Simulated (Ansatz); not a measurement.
`B/C(C)=C/F`, relaxed with RKS PBE0-D4/def2-TZVP in Ansatz from a PBE-D4/def2-SVP geometry. The force threshold is 0.005 eV/Å; the program also tests the step.

Charge 0, multiplicity 1.

Start:

```xyz
11

B     1.392   -0.128    0.770
C     0.051   -0.104    0.021
C    -0.703    1.156   -0.334
C    -0.428   -1.334   -0.308
F    -1.583   -1.524   -0.955
H     1.934   -1.193    1.009
H     1.926    0.906    1.131
H    -0.915    1.754    0.577
H    -0.088    1.804   -0.993
H    -1.662    0.950   -0.848
H     0.076   -2.287   -0.070
```

```csv
step,energy (eV),largest force (eV/Å),largest move (Å)
1,-6596.0700,0.771,0.000
2,-6596.1188,0.189,0.029
3,-6596.1189,0.224,0.025
4,-6596.1229,0.036,0.019
5,-6596.1229,0.003,0.004
```

End:

```xyz
11

B     1.379   -0.130    0.760
C     0.045   -0.104    0.020
C    -0.699    1.150   -0.332
C    -0.419   -1.318   -0.298
F    -1.564   -1.519   -0.942
H     1.903   -1.180    0.998
H     1.912    0.884    1.108
H    -0.917    1.728    0.570
H    -0.085    1.789   -0.972
H    -1.638    0.951   -0.847
H     0.083   -2.251   -0.065
```

Hardware: 4 threads of a server CPU on a shared host. Wall time 12 s, peak host memory 0.42 GiB.
